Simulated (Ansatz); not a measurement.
Two members of one family (Sn nanocrystals, cubic, H-capped), computed with Ansatz in the gas phase; def2 core potentials for Sn, no spin–orbit coupling. Binding counts from free atoms in the multiplicity of their measured ground term, without zero-point energy. The structures are stationary points that may keep the symmetry of their start.

First: Sn22H28 (singlet, charge 0, PBE-D4/def2-SVP geometry).

Cartesian coordinates in Å:
```
Sn -3.631 -1.325 3.140
Sn 0.705 -1.046 4.818
Sn -5.285 2.026 0.464
Sn -4.315 -2.096 -1.333
Sn -0.008 -1.796 0.312
Sn -0.682 -2.603 -4.189
Sn -1.642 1.523 -2.357
Sn 3.591 -2.332 -2.537
Sn -0.955 2.289 2.099
Sn 3.351 2.572 3.798
Sn 2.619 1.792 -0.712
Sn 4.285 -1.557 1.995
Sn 1.959 1.015 -5.233
Sn -5.299 -0.750 0.942
Sn -0.982 -0.486 2.620
Sn 3.342 -0.203 4.281
Sn -2.648 2.869 -0.086
Sn -1.675 -1.265 -1.907
Sn 2.645 -0.992 -0.237
Sn 1.949 -1.762 -4.757
Sn 0.990 2.360 -2.947
Sn 1.689 3.141 1.588
H -4.221 -0.523 4.566
H -3.645 -3.031 3.476
H 0.678 -2.752 5.152
H 0.092 -0.242 6.234
H -5.904 2.873 1.850
H -6.324 2.406 -0.876
H -4.339 -3.815 -1.070
H -5.334 -1.779 -2.705
H -0.016 -3.516 0.611
H -0.716 -4.320 -3.917
H -1.723 -2.285 -5.545
H -2.665 1.868 -3.729
H 3.628 -4.045 -2.241
H 5.227 -1.839 -2.862
H -1.554 3.116 3.515
H 2.787 3.423 5.205
H 4.971 3.117 3.482
H 4.253 2.303 -1.054
H 4.306 -3.272 2.280
H 5.922 -1.081 1.649
H 0.966 1.390 -6.609
H 3.572 1.549 -5.602
H -6.927 -1.279 1.283
H 4.366 -0.566 5.646
H -2.623 4.588 -0.386
H 2.548 -2.600 -6.166
H 0.991 4.083 -3.227
H 1.683 4.858 1.279
```

| level | HOMO (eV) | LUMO (eV) | gap (eV) | binding per atom (eV) |
| --- | --- | --- | --- | --- |
| PBE-D4/def2-SVP | -5.73 | -2.94 | 2.79 | 2.48 |
| PBE-D4/def2-TZVP | -5.80 | -3.06 | 2.74 | 2.49 |
| PBE0-D4/def2-SVP | -6.55 | -2.27 | 4.28 | 2.48 |
| PBE0-D4/def2-TZVP | -6.58 | -2.35 | 4.22 | 2.49 |

Second: Sn26H30 (singlet, charge 0, PBE-D4/def2-SVP geometry).

Cartesian coordinates in Å:
```
Sn 2.947 1.251 -1.510
Sn 4.154 -1.268 2.108
Sn 4.108 3.332 2.491
Sn -0.282 3.366 1.075
Sn 0.879 0.802 4.686
Sn 3.004 -3.327 -1.832
Sn 1.819 -0.714 -5.512
Sn -1.468 1.360 -2.929
Sn -1.399 -3.192 -3.340
Sn -0.249 -1.219 0.685
Sn -3.477 0.895 3.234
Sn -4.632 -1.173 -0.778
Sn -4.690 3.470 -0.407
Sn 4.627 1.165 0.759
Sn 3.475 -0.925 -3.237
Sn 4.688 -3.470 0.428
Sn 0.241 1.206 -0.679
Sn 1.455 -1.344 2.942
Sn 1.417 3.216 3.328
Sn -2.999 3.305 1.846
Sn -1.820 0.724 5.511
Sn 0.282 -3.370 -1.075
Sn -0.881 -0.768 -4.689
Sn -4.171 1.275 -2.103
Sn -4.090 -3.336 -2.509
Sn -2.959 -1.274 1.497
H 3.232 2.739 -2.378
H 5.184 -1.333 3.516
H 4.404 4.839 1.677
H 5.177 3.271 3.861
H 0.035 4.855 0.221
H 1.920 0.696 6.083
H 3.329 -4.678 -2.889
H 2.175 0.771 -6.344
H 2.124 -2.012 -6.628
H -1.170 2.880 -3.738
H -1.038 -4.518 -4.416
H -5.152 0.847 3.720
H -6.300 -1.241 -0.270
H -4.395 4.950 -1.269
H -6.356 3.487 0.088
H 6.293 1.210 0.244
H 5.152 -0.867 -3.719
H 6.357 -3.474 -0.062
H 4.405 -4.952 1.292
H 1.160 -2.853 3.772
H 1.070 4.556 4.392
H -3.320 4.643 2.921
H -2.156 2.036 6.602
H -2.143 -0.750 6.374
H -0.064 -4.864 -0.240
H -1.924 -0.674 -6.084
H -5.199 1.358 -3.511
H -5.162 -3.300 -3.878
H -4.369 -4.841 -1.683
H -3.248 -2.768 2.355
```

Question: Estimate the same table for the second.

Answer: 
| level | HOMO (eV) | LUMO (eV) | gap (eV) | binding per atom (eV) |
| --- | --- | --- | --- | --- |
| PBE-D4/def2-SVP | -5.66 | -2.97 | 2.69 | 2.52 |
| PBE-D4/def2-TZVP | -5.72 | -3.09 | 2.63 | 2.53 |
| PBE0-D4/def2-SVP | -6.46 | -2.28 | 4.18 | 2.51 |
| PBE0-D4/def2-TZVP | -6.48 | -2.35 | 4.13 | 2.53 |
